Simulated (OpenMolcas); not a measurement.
**Cu5+, Ag5+, Au5+: d⁶ down the group**

```yaml
Program: OpenMolcas
Method: SS-CASPT2, IPEA 0.25 Eh, imaginary shift 0.1 Eh
Basis: ANO-R3
Scalar_Hamiltonian: X2C, finite nucleus
Spin-orbit_coupling: state interaction with AMFI integrals over the reference wave functions, term energies averaged over their components
```

Active space for each ion: 6 electrons in 5 orbitals (d); closed shells correlated by CASPT2: Cu5+ 3s 3p; Ag5+ 4s 4p; Au5+ 5s 5p.

Computed levels in cm-1 above ⁵D₄:

| Level | Cu5+ | Ag5+ | Au5+ |
| --- | --- | --- | --- |
| ⁵D₃ | 1147 | 2580 | 9630 |
| ⁵D₁ | 2400 | 4780 | 13410 |
| ⁵D₀ | 2630 | 5200 | 13090 |
| ³H₆ | 30760 | 22100 | 24940 |
| ³H₅ | 31250 | 22410 | 39900 |
| ³P₁(1) | 32560 | 28500 | 49130 |
| ³P₀(1) | 33780 | 29190 | 72290 |
| ³F₂(1) | 33830 | 25930 | 30180 |
| ³G₅ | 37710 | 28410 | 24380 |
| weight of ⁵D in the lowest level (%) | 100 | 97 | 75 |

Mixed levels, with the weight of the term that names them: Ag5+ ³H₅ (73 %), Ag5+ ³P₀(1) (74 %), Ag5+ ³G₅ (73 %), Au5+ ⁵D₀ (68 %), Au5+ ³H₅ (53 %), Au5+ ³P₁(1) (67 %), Au5+ ³P₀(1) (51 %), Au5+ ³F₂(1) (60 %), Au5+ ³G₅ (53 %).

Measured, with the error of the calculation in %. Measured levels: Cu5+ from Sugar and Musgrove, J. Phys. Chem. Ref. Data 19, 527 (1990); Ag5+ from the list in Gamrath, thesis, University of Mons (2023).

```
 Level          Cu5+          Ag5+
   ⁵D₃   1196 (-4.1)   2692 (-4.3)
   ⁵D₁   2490 (-3.7)   4941 (-3.3)
   ⁵D₀   2733 (-3.6)   5380 (-3.3)
   ³H₆  30418 (+1.1)  21512 (+2.7)
   ³H₅  31009 (+0.8)  21812 (+2.7)
³P₁(1)  32685 (-0.4)  28232 (+1.0)
³P₀(1)  33868 (-0.3)              
³F₂(1)  33740 (+0.3)  25306 (+2.5)
   ³G₅  37378 (+0.9)  27958 (+1.6)
```

The fine-structure level ⁵D₀ changes by a factor of 4.98 from Cu5+ to Au5+.

Without spin-orbit coupling ³H lies 30190, 20820, 18910 cm-1 above ⁵D in that order; the difference to the level ³H₆, of either sign, comes from spin-orbit coupling, which also lowers the zero.

Term energies are means over components that CASPT2 splits; among the terms shown or strongly mixed into the levels shown the widest spread is 120 cm-1 (3d⁶ ³F(1), Cu5+). Computed and measured levels are paired by configuration, term and J; levels that our copy of the source lacks, or whose pairing is in doubt (as where it misses far off the trend of its configuration), stay unpaired and out of the deviations. Only configurations of the active space appear.

A number in round brackets counts repeated terms of one configuration in the order of the reference energies.
